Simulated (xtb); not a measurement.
Input file for xtb: GFN1-xTB on TiF+, 2S+1 = 3, a spin state set in the input, which need not be the lowest, a point of a bond scan (R = 1.618 Å). Charge +1.

```
$ xtb mol.xyz --gfn 1 --sp --chrg 1 --uhf 2
2

Ti     0.00000000     0.00000000     0.00000000
F      0.00000000     0.00000000     1.61754500
```

It printed:

```
[...]
           -------------------------------------------------
          |                Calculation Setup                |
           -------------------------------------------------



           -------------------------------------------------
          |                 G F N 1 - x T B                 |
           -------------------------------------------------

        Reference                      10.1021/acs.jctc.7b00118
      * Hamiltonian:
        H0-scaling (s, p, d)           1.850000    2.250000    2.000000
        zeta-weighting                 0.000000
      * Dispersion:
        s8                             2.400000
        a1                             0.630000
        a2                             5.000000
        s9                             0.000000
      * Repulsion:
        kExp                           1.500000
        rExp                           1.000000
      * Coulomb:
        alpha                          2.000000
        third order                    atomic
        anisotropic                    false
      * Halogen bond correction:
        rad-scale                      1.300000
        damping                        0.440000


          ...................................................
          :                      SETUP                      :
          :.................................................:
          :  # basis functions                  14          :
          :  # atomic orbitals                  13          :
          :  # shells                            5          :
          :  # electrons                        10          :
          :  # halogen bonds                     0          :
          :  max. iterations                   250          :
          :  Hamiltonian                  GFN1-xTB          :
          :  restarted?                      false          :
          :  GBSA solvation                  false          :
          :  PC potential                    false          :
          :  electronic temp.          300.0000000     K    :
          :  accuracy                    1.0000000          :
          :  -> integral cutoff          0.2500000E+02      :
          :  -> integral neglect         0.1000000E-07      :
          :  -> SCF convergence          0.1000000E-05 Eh   :
          :  -> wf. convergence          0.2000000E-04 e    :
          :  Broyden damping             0.4000000          :
          :  net charge                          1          :
          :  unpaired electrons                  2          :
          ...................................................

 iter      E             dE          RMSdq      gap      omega  full diag
   1     12.7039867  0.127040E+02  0.457E+01    0.00       0.0  T
   2     -3.7838894 -0.164879E+02  0.260E+01    0.63       1.0  T
   3     -3.9903077 -0.206418E+00  0.190E+01    0.46       1.0  T
   4     33.0198866  0.370102E+02  0.629E+01    0.00       1.0  T
   5     34.0014513  0.981565E+00  0.662E+01    0.00       1.0  T
   6     -4.8407462 -0.388422E+02  0.177E+01    0.00       1.0  T
   7     -3.6856444  0.115510E+01  0.347E+01    0.99       1.0  T
   8     -3.9414545 -0.255810E+00  0.194E+01    0.26       1.0  T
   9      3.7129607  0.765442E+01  0.357E+01    0.00       1.0  T
  10      2.5079984 -0.120496E+01  0.342E+01    0.00       1.0  T
  11     -4.7643340 -0.727233E+01  0.216E+01    0.00       1.0  T
  12     -4.9612170 -0.196883E+00  0.156E+01    0.00       1.0  T
  13     -5.2281952 -0.266978E+00  0.128E+01    0.00       1.0  T
  14     -5.2328055 -0.461027E-02  0.129E+01    0.00       1.0  T
  15      2.1602679  0.739307E+01  0.336E+01    0.00       1.0  T
  16     -3.8536760 -0.601394E+01  0.241E+01    0.56       1.0  T
  17     -5.2768854 -0.142321E+01  0.160E+01    0.00       1.0  T
  18     -5.3846333 -0.107748E+00  0.157E+01    0.00       1.0  T
  19     -5.6274730 -0.242840E+00  0.148E+01    0.00       1.0  T
  20     -5.2473269  0.380146E+00  0.121E+01    0.00       1.0  T
  21     -0.0118798  0.523545E+01  0.293E+01    0.00       1.0  T
  22     -3.9521622 -0.394028E+01  0.201E+01    0.47       1.0  T
  23     -5.6234659 -0.167130E+01  0.131E+01    0.00       1.0  T
  24     -5.6308514 -0.738544E-02  0.114E+01    0.00       1.0  T
  25     -5.7101159 -0.792645E-01  0.878E+00    0.00       1.0  T
  26     -5.0563850  0.653731E+00  0.129E+01    0.00       1.0  T
  27     -5.2929603 -0.236575E+00  0.892E+00    0.00       1.0  T
  28     -3.9806402  0.131232E+01  0.166E+01    0.00       1.0  T
  29     -4.9997368 -0.101910E+01  0.117E+01    0.00       1.0  T
  30     -5.1434355 -0.143699E+00  0.106E+01    0.00       1.0  T
  31     -5.3812196 -0.237784E+00  0.787E+00    0.00       1.0  T
  32     -4.5901764  0.791043E+00  0.131E+01    0.00       1.0  T
  33     -5.2097363 -0.619560E+00  0.963E+00    0.00       1.0  T
  34     -5.1615325  0.482038E-01  0.933E+00    0.00       1.0  T
  35     -5.3955573 -0.234025E+00  0.764E+00    0.00       1.0  T
  36     -5.1558977  0.239660E+00  0.917E+00    0.00       1.0  T
  37     -5.4017598 -0.245862E+00  0.756E+00    0.00       1.0  T
  38     -5.3474630  0.542967E-01  0.746E+00    0.00       1.0  T
  39     -5.4833813 -0.135918E+00  0.662E+00    0.00       1.0  T
  40     -5.4756514  0.772982E-02  0.612E+00    0.00       1.0  T
  41     -5.5535482 -0.778967E-01  0.574E+00    0.00       1.0  T
  42     -5.6104173 -0.568691E-01  0.440E+00    0.00       1.0  T
  43     -5.6477975 -0.373802E-01  0.434E+00    0.00       1.0  T
  44     -5.7100122 -0.622147E-01  0.303E+00    0.00       1.0  T
  45     -5.7489645 -0.389523E-01  0.226E+00    0.00       1.0  T
  46     -5.7615540 -0.125895E-01  0.187E+00    0.00       1.0  T
  47     -5.7802310 -0.186770E-01  0.995E-01    0.00       1.0  T
  48     -5.7763547  0.387634E-02  0.118E+00    0.00       1.0  T
  49     -5.7796776 -0.332290E-02  0.914E-01    0.00       1.0  T
  50     -5.7786570  0.102057E-02  0.896E-01    0.00       1.0  T
  51     -5.7802760 -0.161897E-02  0.622E-01    0.00       1.0  T
  52     -5.7804579 -0.181857E-03  0.420E-01    0.00       1.0  T
  53     -5.7809575 -0.499672E-03  0.139E-01    0.00       1.0  T
  54     -5.7809750 -0.174380E-04  0.528E-02    0.00       1.3  T
  55     -5.7809857 -0.106764E-04  0.902E-03    0.00       7.8  T
  56     -5.7809857 -0.693585E-07  0.606E-03    0.00      11.7  T
  57     -5.7809860 -0.281031E-06  0.765E-04    0.00      92.4  T
  58     -5.7809860 -0.462249E-08  0.381E-05    0.00    1857.7  T
  59     -5.7809860 -0.112044E-10  0.208E-06    0.00   34055.1  T

   *** convergence criteria satisfied after 59 iterations ***

         #    Occupation            Energy/Eh            Energy/eV
      -------------------------------------------------------------
         1        2.0000           -1.2385682             -33.7032
         2        2.0000           -0.9417704             -25.6269
         3        2.0000           -0.9020446             -24.5459
         4        2.0000           -0.9020446             -24.5459
         5        1.0000           -0.8148255             -22.1725
         6        0.4815           -0.6656063             -18.1121 (HOMO)
         7        0.4815           -0.6656063             -18.1121 (LUMO)
         8        0.0185           -0.6619051             -18.0114
         9        0.0185           -0.6619051             -18.0114
        10                         -0.6445647             -17.5395
        11                         -0.6154319             -16.7468
       ...                                ...                  ...
        13                         -0.3490955              -9.4994
      -------------------------------------------------------------
                  HL-Gap            0.0000000 Eh            0.0000 eV
             Fermi-level           -0.7620559 Eh          -20.7366 eV

 transition dipole moment (au) for excitation:           5           6
     X       Y       Z
  -0.0000   0.0000   0.0000  total (au/Debye):    0.000   0.000
 dE (eV)             :    4.060
 oscillator strength :  0.96164E-32

 SCC (total)                   0 d,  0 h,  0 min,  0.008 sec
 SCC setup                      ...        0 min,  0.000 sec (  2.036%)
 Dispersion                     ...        0 min,  0.000 sec (  0.662%)
 classical contributions        ...        0 min,  0.000 sec (  0.593%)
 integral evaluation            ...        0 min,  0.001 sec (  8.543%)
 iterations                     ...        0 min,  0.006 sec ( 68.877%)
 molecular gradient             ...        0 min,  0.001 sec (  6.864%)
 printout                       ...        0 min,  0.001 sec ( 12.183%)

         :::::::::::::::::::::::::::::::::::::::::::::::::::::
         ::                     SUMMARY                     ::
         :::::::::::::::::::::::::::::::::::::::::::::::::::::
         :: total energy              -5.763652294354 Eh    ::
         :: gradient norm              0.085428087744 Eh/a0 ::
         :: HOMO-LUMO gap              0.000000000000 eV    ::
         ::.................................................::
         :: SCC energy                -5.780986010106 Eh    ::
         :: -> electrostatic           0.210262077838 Eh    ::
         :: repulsion energy           0.017494113470 Eh    ::
         :: dispersion energy         -0.000160397718 Eh    ::
         :: halogen bond corr.         0.000000000000 Eh    ::
         :: add. restraining           0.000000000000 Eh    ::
         :: total charge               0.999999999962 e     ::
         :::::::::::::::::::::::::::::::::::::::::::::::::::::

           -------------------------------------------------
          |                Property Printout                |
           -------------------------------------------------

    * Orbital Energies and Occupations

         #    Occupation            Energy/Eh            Energy/eV
      -------------------------------------------------------------
         1        2.0000           -1.2385682             -33.7032
         2        2.0000           -0.9417704             -25.6269
         3        2.0000           -0.9020446             -24.5459
         4        2.0000           -0.9020446             -24.5459
         5        1.0000           -0.8148255             -22.1725
         6        0.4815           -0.6656063             -18.1121 (HOMO)
         7        0.4815           -0.6656063             -18.1121 (LUMO)
         8        0.0185           -0.6619051             -18.0114
         9        0.0185           -0.6619051             -18.0114
        10                         -0.6445647             -17.5395
        11                         -0.6154319             -16.7468
        12                         -0.6154319             -16.7468
        13                         -0.3490955              -9.4994
      -------------------------------------------------------------
                  HL-Gap            0.0000000 Eh            0.0000 eV
             Fermi-level           -0.7620559 Eh          -20.7366 eV

  Mulliken/CM5 charges         n(s)   n(p)   n(d)
     1Ti    1.02145  1.21894   1.362  0.476  1.141
     2F    -0.02145 -0.21894   1.718  5.303  0.000

Wiberg/Mayer (AO) data.
largest (>0.10) Wiberg bond orders for each atom

 ---------------------------------------------------------------------------
     #   Z sym  total        # sym  WBO       # sym  WBO       # sym  WBO
 ---------------------------------------------------------------------------
     1  22 Ti   1.425 --     2 F    1.425
     2   9 F    1.425 --     1 Ti   1.425
 ---------------------------------------------------------------------------

Topologies differ in total number of bonds
Writing topology from bond orders to xtbtopo.mol

 dipole moment from electron density (au)
     X       Y       Z
  -0.0000   0.0000  -0.0326  total (Debye):    0.083
Note: The following floating-point exceptions are signalling: IEEE_INVALID_FLAG IEEE_UNDERFLOW_FLAG IEEE_DENORMAL
normal termination of xtb


           -------------------------------------------------
          | TOTAL ENERGY               -5.763652294354 Eh   |
          | GRADIENT NORM               0.085428087744 Eh/α |
          | HOMO-LUMO GAP               0.000000000000 eV   |
           -------------------------------------------------

------------------------------------------------------------------------
------------------------------------------------------------------------
 total:
 SCF:
```

The run finished.

Cost: roughly 0.07 core-seconds.
